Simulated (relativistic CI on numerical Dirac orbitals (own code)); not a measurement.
## Slater and spin-orbit integrals, Ag⁹⁺

Calculated at this level of theory: Dirac-Coulomb-Breit CI, separate exchange-only KLI orbitals for each configuration, model QED, unscaled Slater integrals (own radial code, finite nucleus).

Slater integrals F^k, G^k are unscaled and averaged over j, outside the closed core [Ar] 3d10; ζ comes from projecting the Hamiltonian with its Breit term on Σ l·s of the shell.

- 4s2 4p6 4d2: F^2(4d,4d) = 98875, F^4(4d,4d) = 66486, ζ(4d) = 2960.5 cm⁻¹; <r>(4d) = 1.033, <r^2>(4d) = 1.222 (bohr units).
- 4s2 4p5 4d3: ζ(4p) = 32045, F^2(4d,4d) = 99088, F^4(4d,4d) = 66633, F^2(4p,4d) = 104410, G^1(4p,4d) = 132520, G^3(4p,4d) = 82982, ζ(4d) = 2976.2 cm⁻¹; <r>(4p) = 0.919, <r^2>(4p) = 0.9552, <r>(4d) = 1.031, <r^2>(4d) = 1.216 (bohr units).
- 4s2 4p6 4d 4f: ζ(4d) = 3017.3, F^2(4d,4f) = 85598, F^4(4d,4f) = 55557, G^1(4d,4f) = 103100, G^3(4d,4f) = 64899, G^5(4d,4f) = 45989, ζ(4f) = 27.567 cm⁻¹; <r>(4d) = 1.031, <r^2>(4d) = 1.217, <r>(4f) = 1.274, <r^2>(4f) = 1.887 (bohr units).

(1) Give the Racah parameters of the d shell in 4s2 4p6 4d2.

Averages of the first 10 configurations, taken without configuration mixing, which lowers the lowest level and can move excited configurations by several eV; other configurations of the list can lie among them:

| Configuration | Parity | States | Average energy above the lowest level (eV) |
| --- | --- | --- | --- |
| 4s2 4p6 4d2 | even | 45 | 4.4 |
| 4s2 4p5 4d3 | odd | 720 | 66.3 |
| 4s2 4p6 4d 4f | odd | 140 | 67.9 |
| 4s2 4p6 4d 5s | even | 20 | 50.1 |
| 4s2 4p6 4d 5p | odd | 60 | 64.0 |
| 4s 4p6 4d3 | even | 240 | 111.7 |
| 4s2 4p5 4d2 4f | even | 3780 | 128.9 |
| 4s2 4p6 5s 5p | odd | 12 | 112.4 |
| 4s2 4p6 4f 5s | odd | 28 | 115.2 |
| 4s2 4p6 4d 5d | even | 100 | 85.2 |

## Answers

(1) B = F²/49 − 5F⁴/441 = 1264 cm⁻¹ and C = 35F⁴/441 = 5277 cm⁻¹.
